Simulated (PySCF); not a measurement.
CH5AlClN, SMILES [NH](C)[AlH][Cl]. Geometry: B3LYP-D3(BJ)/def2-SVP. One conformer was computed; it need not be the lowest.

Computed equilibrium geometry at B3LYP-D3(BJ)/def2-SVP (PySCF confirms it by a frequency run) as a Z-matrix, and its point group (one conformer of several):
point group Cs.
```
N
H 1 1.0176
C 1 1.4536 2 112.29
H 3 1.1021 1 110.21 2 180.00
H 3 1.1062 4 106.93 1 122.65
H 3 1.1062 4 106.93 5 114.71
Al 1 1.7696 2 119.39 3 180.00
H 7 1.5700 1 121.52 2 180.00
Cl 7 2.1142 8 121.31 1 180.00
```
